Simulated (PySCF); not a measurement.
A side-by-side comparison of computed properties.

First species: C7H10F (charge +1).
SMILES: `C[C@H]1C[CH+]C=C(F)C1`

Second species: Ethanimine, C₂H₅N.
InChI=1S/C2H5N/c1-2-3/h2-3H,1H3/b3-2-

Levels: CAM-B3LYP/def2-SVPD for HOMO energy, LUMO energy, HOMO–LUMO gap and static isotropic polarisability; TDDFT CAM-B3LYP/def2-SVPD for lowest singlet excitation; TDA CAM-B3LYP/def2-SVPD for lowest triplet excitation (Tamm–Dancoff). Geometries: GFN2-xTB. All species are isolated and taken at one optimised geometry, non-relativistic unless stated; the electronic structure was computed with PySCF and density fitting.

```
                                property   column X  column Y
                             HOMO energy  -14.95 eV  -8.85 eV
                             LUMO energy   -7.46 eV   1.21 eV
                           HOMO–LUMO gap    7.49 eV  10.06 eV
               lowest singlet excitation    4.44 eV   5.33 eV
lowest triplet excitation (Tamm–Dancoff)    2.84 eV   4.51 eV
         static isotropic polarisability    74.8 au   33.8 au
```

(1) Which column belongs to which species?

(2) How does each property change from the first species to the second?

Answers

(1) Column X is the first species and column Y the second. The first has 18 atoms and 60 electrons, the second 8 and 24; their charges are +1 and 0, their HOMO energies -14.95 eV and -8.85 eV.

(2) HOMO energy +6.10 eV; LUMO energy +8.67 eV; HOMO–LUMO gap +2.57 eV; lowest singlet excitation +0.89 eV; lowest triplet excitation (Tamm–Dancoff) +1.67 eV; static isotropic polarisability -41.0 au.

On the first: The vertical singlet–triplet gap S1 − T1 is 1.60 eV (TDDFT singlet less Tamm–Dancoff triplet; S1: HOMO→LUMO, weight 0.96; T1: HOMO→LUMO, weight 0.83). No computed singlet falls in the visible range (750 to 380 nm, 1.65 to 3.26 eV); S1 lies 1.18 eV above its blue end.

On the second: S1 lies 4.73 eV below the HOMO–LUMO gap; its leading configuration is HOMO→LUMO, weight 0.99. No computed singlet falls in the visible range (750 to 380 nm, 1.65 to 3.26 eV); S1 lies 2.07 eV above its blue end.

One conformer stands for the species.
